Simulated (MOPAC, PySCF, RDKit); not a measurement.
Constitutional and geometric isomers with formula C3H4S. All species are isolated molecules in the gas phase. One relaxed conformer stands for each flexible species; it need not be the lowest. Strings in code marks are SMILES.

Quantity: electronic energy of isomers of C3H4S relative to `C=CC=S` (C–C–C–S torsion 180°), in kJ/mol. Semi-empirical values (MOPAC) are differences of heats of formation. Force-field values (RDKit) are differences of steric energies, which aren't made for comparing isomers with other bonds.

Level 1: B3LYP-D3(BJ)/def2-TZVP // PBE0-D3(BJ)/def2-TZVP (PySCF)
Level 2: PBE-D3(BJ)/def2-TZVP // PBE0-D3(BJ)/def2-TZVP (PySCF)
Level 3: PM3 // PBE0-D3(BJ)/def2-TZVP (MOPAC)
Level 4: UFF, relaxed from the DFT geometry (RDKit)

```
species                           level 1  level 2  level 3  level 4
--------------------------------  -------  -------  -------  -------
`CC#CS`                              65.2      ___    -66.9      ___
`C#CCS`                              90.0     93.4   -12.06    -5.40
`SC1=CC1` (H–S–C–C torsion 180°)    147.3      ___     58.8    410.7
`C=C=CS`                              ___      ___   -21.88    -6.82
`SC1C=C1` (H–S–C–C torsion 152°)      ___    147.4     89.5    417.6
`C#CSC`                               ___     86.7   -40.56    -3.73
`S=C1CC1`                            81.1     62.6    37.25    725.6
```

Question: Fill in the missing entries.

Answer: 
- `CC#CS`, level 2: 63.2
- `CC#CS`, level 4: -6.27
- `SC1=CC1` (H–S–C–C torsion 180°), level 2: 127.0
- `C=C=CS`, level 1: 64.1
- `C=C=CS`, level 2: 59.6
- `SC1C=C1` (H–S–C–C torsion 152°), level 1: 163.8
- `C#CSC`, level 1: 87.3
